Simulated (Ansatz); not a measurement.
Coupled-cluster diagnostics for NaPb2⁻, Ansatz.

Geometry of the singlet (B3LYP-D4/def2-TZVPD):

```xyz
3

Na    1.7677    0.2473   -0.4812
Pb   -1.2800    0.1220   -1.0892
Pb   -0.4877   -0.3693    1.5703
```

In the def2 sets Pb takes a core potential; there is no spin–orbit coupling. Correlated methods freeze 9 core orbitals; core or outer-core shells of Na, Pb are correlated, in sets that lack core-valence functions. The structure comes from a short search, and lower isomers may exist.

Geometry of the charge -1 triplet (B3LYP-D4/def2-TZVPD):

```csv
atom,x (Å),y (Å),z (Å)
Na1,0.8564,1.4198,-1.8111
Pb2,-1.7405,-0.2904,0.5802
Pb3,0.8841,-1.1294,1.2309
```

Geometry of the charge -1 quintet (B3LYP-D4/def2-TZVPD):

Cartesian coordinates in Å:
```
Na -0.7911 0.1947 -1.5000
Pb 1.9267 -0.4340 -0.1024
Pb -1.1355 0.2393 1.6023
```

Task: Estimate the CCSD(T) correlation energy, the shares of MP2 and (T), T1 and the reference's ⟨S²⟩ for: charge -1, singlet, own geometry in def2-TZVPPD; charge -1, triplet, own geometry in def2-TZVPPD; charge -1, quintet, own geometry in def2-TZVPPD; charge 0, doublet, vertical in def2-TZVPPD; and the rough time on 4 threads of Arm Neoverse V2 on a shared host.

Result: 
```csv
state,basis,correlation (eV),MP2 share (%),(T) share (%),T1,⟨S²⟩ (pure),wall time,remarks
"charge -1, singlet, own geometry",def2-TZVPPD,-26.535,104.1,3.6,0.016,0.00 (0.00),23 s,restricted SCF unstable
"charge -1, triplet, own geometry",def2-TZVPPD,-24.815,101.4,2.9,0.049,3.44 (2.00),67 s,"large T1, spin-contaminated"
"charge -1, quintet, own geometry",def2-TZVPPD,-24.414,102.0,2.4,0.072,6.79 (6.00),60 s,"large T1, spin-contaminated"
"charge 0, doublet, vertical",def2-TZVPPD,-24.894,101.3,2.9,0.052,2.13 (0.75),63 s,"large T1, spin-contaminated"
```
Customary marks for T1 are 0.02 (closed shells), 0.045 (open shells) and about 0.05 (3d metals). T1 exceeds 0.02 in 3 of 4 rows and 0.045 in 3; the higher it lies, the less the single-reference result can be trusted.
